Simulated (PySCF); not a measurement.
C2H6BO2, SMILES [B](OC)OC (connectivity only; charge and spin as stated), charge +1, multiplicity 1.

Coordinates come from a PBE0-D3(BJ)/def2-SVP optimisation. The spin state was assumed, not searched. The isomer is the one that the SMILES or the coordinates give; other isomers of the formula were not compared. One conformer was computed; it need not be the lowest.

All values below come from TDA-ωB97X/def2-SVPD (PySCF).

Vertical excitations.  State labels are in the subgroup C2.

| state | symmetry | energy (eV) | λ (nm) | f | main pairs |
|---|---|---|---|---|---|
| S1 | B | 8.94 | 139 | 0.000 | HOMO→LUMO 87 % |
| S2 | A | 8.95 | 138 | 0.000 | HOMO−1→LUMO 87 % |
| S3 | A | 9.33 | 133 | 0.000 | HOMO→LUMO+1 71 %, HOMO−1→LUMO+2 16 % |
| S4 | B | 9.48 | 131 | 0.002 | HOMO→LUMO+2 44 %, HOMO−1→LUMO+1 43 % |
| S5 | A | 9.50 | 131 | 0.001 | HOMO−1→LUMO+2 71 %, HOMO→LUMO+1 17 % |
| S6 | B | 10.23 | 121 | 0.007 | HOMO−2→LUMO 75 % |
| S7 | A | 10.23 | 121 | 0.000 | HOMO−3→LUMO 76 % |
| S8 | B | 10.81 | 115 | 0.093 | HOMO−3→LUMO+1 67 % |
| S9 | A | 10.87 | 114 | 0.007 | HOMO−2→LUMO+1 43 %, HOMO−3→LUMO+2 37 % |
| S10 | B | 10.87 | 114 | 0.101 | HOMO−2→LUMO+2 67 % |
| T1 | B | 8.58 | 145 | 0 | HOMO→LUMO 80 % |
| T2 | A | 8.61 | 144 | 0 | HOMO−1→LUMO 81 % |
| T3 | B | 8.74 | 142 | 0 | HOMO−1→LUMO+1 48 %, HOMO→LUMO+2 33 % |
| T4 | B | 9.00 | 138 | 0 | HOMO→LUMO+2 51 %, HOMO−1→LUMO+1 34 % |
Triplets are in the Tamm–Dancoff approximation.
